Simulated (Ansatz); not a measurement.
```yaml
crystal:
  periodic: [false, false, false]
  atoms:
    - {symbol: Cu, position_ang: [-0.715903, 1.186354, -0.456237]}
    - {symbol: Cu, position_ang: [0.715959, -1.185437, 0.456229]}
    - {symbol: F, position_ang: [-0.232573, 0.315251, 1.185758]}
    - {symbol: F, position_ang: [0.232517, -0.316167, -1.185739]}
basis:
  gaussian: {orbitals: def2-TZVP, initial_orbitals: start.molden}
total_charge: 1
magnetization: {spin_polarized: true, initial_magnetization: 1}
hamiltonian: {xc: pbe}
correlation: {method: rpa, frozen_orbitals: {Cu: 9, F: 1}}
scf: {omitted_lower_state_checks: [starts]}
```

The file start.molden holds the orbitals of an earlier run on this structure, at another level or in another basis.

```sh
$ ansatz run in.yaml --threads 4 --pin off --events-out ev --progress --plain --max-ram 3916MiB
```

It prints (some lines left out):

```
Functional definition: PBE
1356 factors; integrals over basis functions are off by at most 5.7e-4 eV
mean field evaluation 1: about -94692.3324 eV, gradient 8.9e0 eV
mean field evaluation 2: about -94692.5595 eV, gradient 2.6e-1 eV
mean field evaluation 4: about -94692.5632 eV, gradient 3.5e-3 eV
mean field -94692.56316448 eV, -3479.8875113700 hartree, gradient 2.9e-6 eV, S^2 0.751086; 0 other end points of the search recorded, 0 dependent functions left out
20 core orbitals not correlated: weight in the atoms' cores, before any rotation towards them, 1.000 or more for the frozen orbitals, at most 0.000 for the correlated occupied ones
reference -94599.40297369 eV, -3476.4639375049 hartree; 18, 17 occupied and 114, 115 virtual orbitals, 1356 factors
Error: the energy between an occupied orbital and the lowest state that it is excited into in its spin channel is -0.1146 eV and must be positive: a state without a gap has no random-phase energy
```

Task: Can the result of this run be used?

Result: No. The run stopped with an error. The reference has no gap: an occupied orbital lies above an empty one, and the correlation energy can't be formed.
